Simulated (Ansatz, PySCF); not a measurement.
Process, species as SMILES: FBF [difluoroborane] -> [BH]F + F atom (the B-F bond at the site shown breaks; other sites are not compared here)
Each molecule is optimised on its own at B3LYP-D3(BJ)/def2-TZVP (Ansatz, an electronic-structure program). Frequencies are from Ansatz or PySCF.
Geometry of the first species:
```
B
F 1 1.3177
F 1 1.3177 2 118.08
H 1 1.1868 2 120.96 3 -180.00
```

Quantity: bond dissociation energy (0 K, with B3LYP-D3(BJ) harmonic zero-point energies), in eV. Cores are frozen in the correlated levels unless marked. Open shells are spin-unrestricted. Spin-orbit coupling is left out. No relativistic terms. CBS(X,Y): correlation extrapolated as X^-3; Hartree-Fock from the larger set.

```csv
level,program,bond dissociation energy (eV)
TPSS-D3(BJ)/def2-TZVPD,PySCF + dftd3,?
M06-L/def2-TZVPD,PySCF,?
MN15/def2-TZVPD,PySCF,7.56
LC-wPBE-D3(BJ)/def2-TZVPD,Ansatz + dftd3,7.32
B2GP-PLYP/def2-TZVPD,Ansatz,7.36
RPA@PBE/cc-pVQZ,Ansatz,?
"CCSD(T)/CBS(aug-cc-pVTZ,aug-cc-pVQZ)",Ansatz,7.51
```

Problem. What belongs in the gaps?

Solution. 
- TPSS-D3(BJ)/def2-TZVPD, bond dissociation energy (eV): 7.21
- M06-L/def2-TZVPD, bond dissociation energy (eV): 7.23
- RPA@PBE/cc-pVQZ, bond dissociation energy (eV): 6.91
